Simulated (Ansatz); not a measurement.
A nudged elastic band was laid between two geometries of CH7AlBNO (12 atoms, charge 0, multiplicity 1).

The calculation used RKS PBE-D4/def2-SVP (Ansatz).

```yaml
movable_images: 9
climbing_image: yes
spring: 5.0 eV/Å²
optimiser: quadratic models (default)
start_path: through a guess of the saddle point
force_threshold: 0.05 eV/Å
iteration_limit: 60
end_points: relaxed
```

First end point:

```xyz
12
Properties=species:S:1:pos:R:3
B -2.033 -0.352 0.198
N -1.113 -1.244 -0.335
Al 0.180 -0.792 0.905
O 1.437 0.293 0.476
C 1.745 1.118 -0.611
H -1.586 0.227 1.231
H -3.150 -0.054 -0.171
H -1.288 -1.801 -1.171
H 0.344 -1.543 2.285
H 1.009 1.043 -1.447
H 2.747 0.863 -1.027
H 1.785 2.188 -0.300
```

Last end point:

```xyz
12
Properties=species:S:1:pos:R:3
B -2.041 -0.253 0.315
N -1.212 -1.150 -0.344
Al 0.184 -0.861 0.832
O 1.473 0.180 0.394
C 1.776 1.060 -0.650
H -1.495 0.218 1.355
H -3.160 0.134 0.048
H -1.472 -1.630 -1.205
H 0.392 -1.718 2.142
H 2.702 0.739 -1.180
H 1.963 2.088 -0.260
H 0.966 1.137 -1.414
```

(1) What changes between the two ends?

(2) What energy profile does the band end with?

(3) What is the geometry of the highest image?

## Answers

(1) No bond is made or broken. The dihedral Al3–O4–C5–H12 changes from 118 to 1° by way of a nearly straight angle Al3–O4–C5 (up to 164°), not by a turn about the bond.

(2) The run converged. The highest image is number 2 of 0 to 10, 0.064 eV above the ends, which have the same energy within 2 meV. The profile has 3 maxima (images 2, 5, 7) with wells between them (images 3, 6): this band takes more than one step, which may be the mechanism or a detour left from its start path. A vibrational analysis at the climbing image gives one clearly imaginary mode, 99i cm⁻¹: a first-order saddle point.

| image | path coordinate (Å) | energy (eV) | angle Al3–O4–C5 (°) |
| --- | --- | --- | --- |
| 0 | 0.00 | 0.000 | 137 |
| 1 | 1.04 | 0.024 | 150 |
| 2 | 2.08 | 0.064 | 164 |
| 3 | 3.14 | 0.015 | 137 |
| 4 | 4.19 | 0.026 | 138 |
| 5 | 5.24 | 0.036 | 140 |
| 6 | 6.29 | 0.018 | 134 |
| 7 | 7.34 | 0.047 | 154 |
| 8 | 8.39 | 0.043 | 157 |
| 9 | 9.44 | 0.009 | 140 |
| 10 | 10.49 | 0.000 | 137 |

(3) 
```xyz
12
Properties=species:S:1:pos:R:3
B -2.238 -0.516 0.262
N -1.369 -1.456 -0.269
Al 0.075 -0.761 0.648
O 1.158 0.223 -0.198
C 1.990 1.263 -0.576
H -1.666 0.220 1.122
H -3.409 -0.293 0.035
H -1.629 -2.130 -0.989
H 0.447 -1.313 2.086
H 1.430 2.064 -1.115
H 2.789 0.904 -1.266
H 2.499 1.740 0.295
```

Run time: 8.4 min on 2 threads of Arm Neoverse V1 (shared host), peak memory 0.14 GiB.
